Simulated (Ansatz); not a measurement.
Computed with Ansatz on PBE0-D4/def2-TZVP structures; ΔE is electronic, products minus reactants. CCSD(T)/CBS is the MP2 limit (def2-TZVPP, def2-QZVPP) plus CCSD(T) − MP2 in def2-TZVPP, frozen cores. This one scheme is used for every species. For As outer-core shells are correlated without core-valence functions, which leaves a few kJ/mol of doubt a bond. Scalar relativity is left out up to krypton. One conformer a species, not always the lowest.

Reaction (formal exchange of groups at the As–B bond): `B[AsH2]` + `F[B]([AlH2])[SiH3]` → `F[B]([SiH3])[AlH][AsH2]` + BH₃

`B[AsH2]`:

Cartesian coordinates in Å:
```
B 0.439 -0.674 -0.472
As -0.859 0.735 0.024
H 1.379 -0.392 -1.151
H 0.189 -1.815 -0.229
H -1.229 0.291 1.421
H 0.081 1.855 0.407
```

`F[B]([AlH2])[SiH3]`:

Cartesian coordinates in Å:
```
F -0.457 2.045 0.595
B -0.103 0.832 0.172
Al 1.585 0.612 -1.174
Si -1.186 -0.777 0.835
H 1.374 0.645 -2.752
H 3.048 0.329 -0.612
H -0.269 -1.643 1.634
H -2.389 -0.464 1.655
H -1.604 -1.580 -0.352
```

`F[B]([SiH3])[AlH][AsH2]`:

Cartesian coordinates in Å:
```
F 2.240 1.176 -0.580
B 1.186 0.369 -0.491
Si 1.486 -1.550 0.160
Al -0.804 1.101 -0.927
As -2.194 1.957 0.883
H 0.613 -2.467 -0.629
H 1.011 -1.618 1.575
H 2.889 -2.045 0.101
H -1.428 1.089 -2.392
H -3.349 1.067 0.444
H -1.650 0.921 1.857
```

BH₃:

Z-matrix (Å, degrees):
```
B
H 1 1.193
H 1 1.193 2 120.0
H 1 1.193 2 120.0 3 180.0
```

```json
{"species": "`B[AsH2]`", "HF/def2-SVP energy (Eh)": "-2260.88310"}
{"species": "`F[B]([AlH2])[SiH3]`", "HF/def2-SVP energy (Eh)": "-657.61014"}
{"species": "`F[B]([SiH3])[AlH][AsH2]`", "HF/def2-SVP energy (Eh)": "-2892.13719"}
{"species": "BH₃", "HF/def2-SVP energy (Eh)": "-26.37044"}
```

Work out ΔE.

ΔE = (-2892.13719) + (-26.37044) − (-2260.88310) − (-657.61014) = -0.01439 Eh = -9.0 kcal/mol. CCSD(T)/CBS gives -9.6 kcal/mol.

Largest T1 diagnostic among the species: 0.015.

From PBE to PBE0 (25 % exact exchange), in def2-TZVPP and without D4, ΔE moves by −0.7 kcal/mol. Leaving LDA and LC-ωPBE aside and taking each functional with its dispersion term where it has one, the values, not all of them listed here, spread over 5.2 kcal/mol, from BHLYP-D4 to B97M-V. LDA lies +1.5 kcal/mol from PBE without D4. The D4 term adds −0.9 kcal/mol with B3LYP and −0.6 kcal/mol with PBE0; it sums over pairs of atoms, weighted by their polarisabilities, and B3LYP, whose exchange is more repulsive, gets the larger term.

B3LYP here is the variant with VWN-RPA as its local correlation; programs differ in this.
